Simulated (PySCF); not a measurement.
Species: C7H11OP.
Structure used (GFN2-xTB), in Å, numbered top down from 1:
```
atom  x, y, z in Å
C1     2.811   -0.182   -0.289
C2     1.397   -0.663   -0.573
P3     0.244    0.176    0.597
O4     0.592   -0.025    2.009
C5     0.018    1.875   -0.005
C6    -1.204    1.987   -0.534
C7    -2.022    0.784   -0.498
C8    -1.446   -0.285    0.063
C9    -2.004   -1.645    0.263
H10    3.030   -0.301    0.771
H11    3.540   -0.750   -0.864
H12    2.914    0.872   -0.541
H13    1.098   -0.464   -1.602
H14    1.310   -1.735   -0.377
H15    0.748    2.662    0.066
H16   -1.600    2.897   -0.960
H17   -3.028    0.796   -0.891
H18   -1.576   -2.341   -0.460
H19   -1.739   -1.999    1.260
H20   -3.087   -1.649    0.151
```

Definitions: NICS(0) = −σiso at the ring centroid; NICS(1) = −σiso and NICS(1)zz = −σzz at ±1 Å along the ring normal z. Level: GIAO PBE0/pcSseg-1 (PySCF, non-relativistic, gas phase) on the GFN2-xTB geometry, one conformer.

Ring bond lengths (Å), with Mayer bond orders in brackets: P3–C5 1.817 (0.84), C5–C6 1.336 (1.80), C6–C7 1.456 (1.07), C7–C8 1.338 (1.77), C8–P3 1.831 (0.80).

Give the NICS values of each ring in ppm.

```tsv
ring	type	NICS(0)	NICS(1), two faces	NICS(1)zz, two faces	rms pucker (Å)	centre to ring atoms, mean (Å)
P3–C5–C6–C7–C8	5-membered ring with P; formal bonds 2 double, 3 single	1.2	-1.2 / -2.3	2.4 / 3.0	0.00	1.32
```

What can be read from them?

- P3–C5–C6–C7–C8: mean NICS(1)zz 2.7 ppm, near zero. P3 has four or more neighbours, and the NICS criterion for π rings isn't applied.

At the second NICS(1) probe listed for ring P3–C5–C6–C7–C8, 1 Å off the ring, what do the in-plane components average?

The isotropic value is a third of the trace: (3 × -2.3 − (3.0))/2 = -4.9 ppm.

Give the inner angles of the rings and the Hirshfeld charges of the ring atoms.

- P3–C5–C6–C7–C8: P3 91.4° (+0.423 e), C5 108.9° (-0.106 e), C6 115.8° (-0.034 e), C7 115.4° (-0.053 e), C8 108.6° (-0.033 e); sum 540.0° against 540° for a flat convex ring.

How shielded are the nuclei of the rings and their hydrogens (means over atoms taken as equivalent)?

| atoms | environment | σ isotropic (ppm) |
| --- | --- | --- |
| P3 | phosphoryl phosphorus | 288.9 |
| C5 | alkene CH carbon | 53.2 |
| C6 | alkene CH carbon | 39.5 |
| C7 | alkene CH carbon | 49.1 |
| C8 | fully substituted alkene carbon | 33.5 |
| H15 | vinylic hydrogen | 25.43 |
| H16 | vinylic hydrogen | 24.87 |
| H17 | vinylic hydrogen | 25.33 |

Cost: about 1.9 min of CPU time on one thread; the machine was shared, so the figure is rough. This is the whole shielding run at PBE0/pcSseg-1, SCF included.
